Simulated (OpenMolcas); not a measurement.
# Cu2+, Ag2+, Au2+: d9 down the group

```
Program             : OpenMolcas
Method              : MS-CASPT2, IPEA 0.25 Eh, imaginary shift 0.1 Eh
Basis               : ANO-RCC-VTZP
Scalar Hamiltonian  : DKH2, point nucleus
Spin-orbit coupling : RASSI with atomic mean-field integrals over the reference wave functions, term energies averaged over their components
```

Active space for each ion: 9 electrons in 6 orbitals (d s); closed shells correlated by CASPT2: Cu2+ 3s 3p; Ag2+ 4s 4p; Au2+ 5s 5p.

Computed levels in cm-1 above 2D 5/2:

```json
{"Level": "2D 3/2", "Cu2+": "2190", "Ag2+": "4630", "Au2+": "13300"}
{"Level": "weight of 2D in the lowest level (%)", "Cu2+": "100", "Ag2+": "100", "Au2+": "100"}
```

Measured, with the error of the calculation in %. Measured levels: Cu2+ from Sugar and Musgrove, J. Phys. Chem. Ref. Data 19, 527 (1990); Ag2+ from Moore, Atomic Energy Levels, vol. III, NSRDS-NBS 35 (1971 reprint of NBS Circular 467, 1958); Au2+ from Iglesias, J. Res. Natl. Bur. Stand. 64A, 481 (1960).

```
 Level         Cu2+         Ag2+          Au2+
2D 3/2  2072 (+5.5)  4607 (+0.5)  12694 (+4.8)
```

The fine-structure level 2D 3/2 changes by a factor of 6.07 from Cu2+ to Au2+.

CASPT2 breaks the degeneracy within a term, and the mean is taken; among the terms shown or strongly mixed into the levels shown the widest spread is 24 cm-1 (5d9 2D, Au2+). Some high roots are left out of the spin-orbit mixing, which shifts the levels that they would mix with (holds for Au2+). Measured partners are found by configuration, term and J. A level has none where our copy of the source lacks it or the pairing is in doubt (some pairs that miss far off the trend of their configuration count as doubtful), and it then counts in no deviation. Only configurations of the active space appear.
